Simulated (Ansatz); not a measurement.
Computed with Ansatz on PBE0-D4/def2-TZVP structures; ΔE is electronic, products minus reactants. CCSD(T)/CBS is the MP2 limit (def2-TZVPP, def2-QZVPP) plus CCSD(T) − MP2 in def2-TZVPP, frozen cores. This one scheme is used for every species. Functionals use def2-TZVPP. def2 core potentials past Kr. For Se, Sn outer-core shells are correlated without core-valence functions, which leaves a few kJ/mol of doubt a bond. Scalar relativity is left out up to krypton. Each species was taken in one conformer, which may not be the lowest.

Consider the formal exchange of groups at the Sn–Se bond: `[SH][SnH2][SeH]` + `CF` → `F[CH2][SnH2][SH]` + H₂Se.

```tsv
level	ΔE (eV)
B97M-V	1.16
MP2/def2-QZVPP	1.26
```

What does CCSD(T)/CBS give? (Best estimate.)

Computed: +1.22 eV. The listed levels differ from it by -0.06, 0.04 eV.

Largest T1 diagnostic among the species: 0.012.

Leaving LDA and LC-ωPBE aside and taking each functional with its dispersion term where it has one, the values, not all of them listed here, spread over 0.14 eV, from revPBE-D4 to BHLYP-D4. LDA lies −0.06 eV from PBE without D4. From BLYP to BHLYP (50 % exact exchange), in def2-TZVPP and without D4, ΔE moves by +0.10 eV. In def2-TZVPP, CCSD(T) changes the Hartree–Fock value by −0.19 eV (the triples alone add −0.01 eV) and MP2 by −0.12 eV.
